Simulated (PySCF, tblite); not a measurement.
Compound: C5H13NSi3.
Numbering: `[N:1]#[C:2][CH2:3][Si@H:4]([SiH3:5])[SiH2:6][CH:7]1[CH2:8][CH2:9]1` (hydrogens: H10, H11 on C3; H12 on Si4; H13, H14, H15 on Si5; H16, H17 on Si6; H18 on C7; H19, H20 on C8; H21, H22 on C9)

Geometry (GFN2-xTB, Å), atoms numbered from 1 in this order:
```xyz
22
C5H13NSi3 angstrom
N      1.818   -1.652    1.811
C      2.172   -1.302    0.778
C      2.556   -0.830   -0.507
Si     1.293    0.512   -1.130
Si     1.447    2.319    0.331
Si    -0.757   -0.560   -1.402
C     -1.465   -0.887    0.310
C     -2.949   -0.893    0.541
C     -2.125    0.237    1.060
H      2.585   -1.674   -1.198
H      3.560   -0.409   -0.444
H      1.888    0.838   -2.447
H      2.800    2.877    0.439
H      1.025    1.950    1.682
H      0.580    3.409   -0.127
H     -0.712   -1.838   -2.132
H     -1.698    0.297   -2.141
H     -0.899   -1.574    0.930
H     -3.356   -1.601    1.248
H     -3.598   -0.704   -0.301
H     -1.961    0.308    2.125
H     -2.216    1.197    0.573
```

Jobs on this species (22 atoms, 92 electrons) with PySCF (density fitting) and tblite. Hardware of each: one thread, Arm Neoverse V1 (aarch64) (shared host). The host was shared with other jobs, so the times are rough.

```csv
level and settings,work,basis functions,SCF cycles,wall time
GFN2-xTB,Hessian by finite differences,–,–,?
GFN2-xTB,L-BFGS relaxation,–,–,0.88 s
PBE0/pcSseg-1,"shieldings, ring-centre shieldings, charges and field gradients",239,14,86 s
```

Question: Fill in the missing figures.

Answer: 
- GFN2-xTB; Hessian by finite differences: 1.4 s

Question: What do all jobs in the table cost together?

Answer: About 88 s; the longest takes about 97 % of that, and about 98 times as long as the shortest.
